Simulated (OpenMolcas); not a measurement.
## Re V: effect of the active space

- Program: OpenMolcas 26.06
- Method: CASSCF or its RAS form
- Basis: ANO-RCC-VQZP
- Scalar Hamiltonian: DKH2, point nucleus
- Spin-orbit coupling: state interaction with AMFI integrals over the reference wave functions, term energies averaged over their components

A. 3 electrons in 5 orbitals (5d); 2S+1 = 4 even, 10 roots; 2S+1 = 2 even, 40 roots; cost of the order of 30 core-seconds
B. 9 electrons in 8 orbitals (RAS1 5p, at most 2 holes; RAS2 5d); 2S+1 = 4 even, 10 roots; 2S+1 = 2 even, 40 roots; cost roughly 70 core-seconds
C. 3 electrons in 10 orbitals (5d 6d); 2S+1 = 4 even, 10 roots; 2S+1 = 2 even, 40 roots; cost roughly 60 core-seconds

Energies in cm-1 above 5d3 4F 3/2, the measured ground level; measured values from the list in Brasseur, Gamrath and Quinet, At. Data Nucl. Data Tables 157, 101636 (2024).

| Level | A | B | C | Measured |
| --- | --- | --- | --- | --- |
| 5d3 4F 3/2 | 0.0 | 0.0 | 0.0 | 0.0 |
| 5d3 4F 5/2 | 4585 | 4925 | 4624 | 4853 |
| 5d3 4F 7/2 | 8876 | 9388 | 8919 | 8973 |
| 5d3 4F 9/2 [74 %] | 12331 | 12918 | 12372 | 11914 |
| 5d3 4P 3/2 [51 %] | 15267 | 14642 | 15137 |  |
| 5d3 4P 1/2 [75 %] | 17056 | 16635 | 16926 | 14325 |
| 5d3 2G 7/2 | 21258 | 21789 | 21067 | 19013 |
| 5d3 2H 9/2 [55 %] | 21892 | 22841 | 21686 |  |
| 5d3 4P 5/2 | 23139 | 23012 | 23149 | 20922 |
| 5d3 2P 1/2 [75 %] | 27953 | 27463 | 27803 | 23669 |
| 5d3 2H 11/2 | 29747 | 31149 | 29632 | 27077 |
| 5d3 2D 5/2(1) | 32704 | 32300 | 32519 | 28739 |
| 5d3 2G 9/2 [53 %] | 32804 | 33998 | 32729 |  |
| 5d3 2P 3/2 [58 %] | 37335 | 36828 | 37154 | 32766 |
| 5d3 2F 5/2 | 40222 | 40180 | 39937 | 34162 |
| 5d3 2F 7/2 | 40336 | 40482 | 40068 | 34625 |
| 5d3 2D 5/2(2) | 60423 | 58707 | 59714 | 52467 |
| 5d3 2D 3/2(2) | 60425 | 58772 | 59560 |  |

Deviations, from unrounded energies. A percentage is the sum of absolute deviations over the sum of measured energies, with the sign that they share, or ± where signs differ.

| Against measurement | Levels | A | B | C |
| --- | --- | --- | --- | --- |
| mean absolute deviation (cm-1) | 13 | 3300 | 3300 | 3100 |
| fine structure of the ground term (%) | 3 | ±3.0 | +5.8 | ±2.9 |
| other terms of the ground configuration (%) | 10 | +14.7 | +14.2 | +14.0 |

B, C lie about equally close to measurement and A furthest from it. The largest miss of C in the table is 5d3 2D 5/2(2), by +7200 cm-1. The ranking rests on the paired levels alone, and a cruder setting can come out closer through cancelling errors.

Among A to C the level of the table that moves most is 5d3 2D 5/2(2), by 1700 cm-1 (lowest in B, highest in A).

Without dynamic correlation excited terms often stand tens of per cent too high (terms of higher spin than the ground term too low), and those without a measured partner can miss by more than the paired ones. Active for correlation alone: 5p; no level in the range computed is led by a configuration that opens it, so any true level of that kind is missing (holds for B). Active for correlation alone: 6d; no level in the range computed is led by a configuration that fills it, so any true level of that kind is missing (holds for C). Computed and measured levels are paired by configuration, term and J; levels that our copy of the source lacks, or whose pairing is in doubt (as where it misses far off the trend of its configuration), stay unpaired and out of the deviations. Levels of configurations outside the active space are missing. Levels that lie high or do not pair safely by name in every column are left out.

A share in square brackets marks a mixed level and gives the weight of the term that names it, the lowest over the columns. A number in round brackets counts repeated terms of one configuration in the order of the reference energies.
